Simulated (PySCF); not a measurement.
# As(2+) (arsenic, charge +2) across methods

[Ar] 3d10 4s1 4p2, high-spin 4P determinant (an excited configuration). Computed with PySCF 2.14 in aug-cc-pVQZ-DK (8s7p5d3f2g, 93 functions), with the spin-free X2C one-electron Hamiltonian (Gaussian nucleus).

| method | E (hartree) | mean ε 3d β (eV) | mean ε 4s α (eV) | mean ε 4p α (eV) | Σ⟨r²⟩ (bohr²) | ⟨S²⟩ |
| --- | --- | --- | --- | --- | --- | --- |
| MN15 | -2260.865 | -68.544 | -37.862 | -26.620 | 23.09 | 3.751 |
| BHandHLYP | -2259.347 | -71.631 | -39.129 | -27.006 | 23.18 | 3.750 |
| B3LYP | -2259.396 | -66.754 | -37.008 | -25.528 | 23.18 | 3.751 |
| r2SCAN | -2259.349 | -64.014 | -36.276 | -25.017 | 23.08 | 3.752 |
| PBE0 | -2259.097 | -67.471 | -37.457 | -25.937 | 23.18 | 3.751 |
| LDA | -2255.892 | -63.611 | -35.708 | -24.594 | 23.18 | 3.751 |
| PBE | -2259.046 | -63.241 | -35.517 | -24.546 | 23.21 | 3.751 |
| HSE06 | -2259.093 | -66.994 | -37.030 | -25.499 | 23.20 | 3.751 |
| UHF | -2257.77497 | -78.970 | -42.580 | -29.550 | 23.33 | 3.751 |
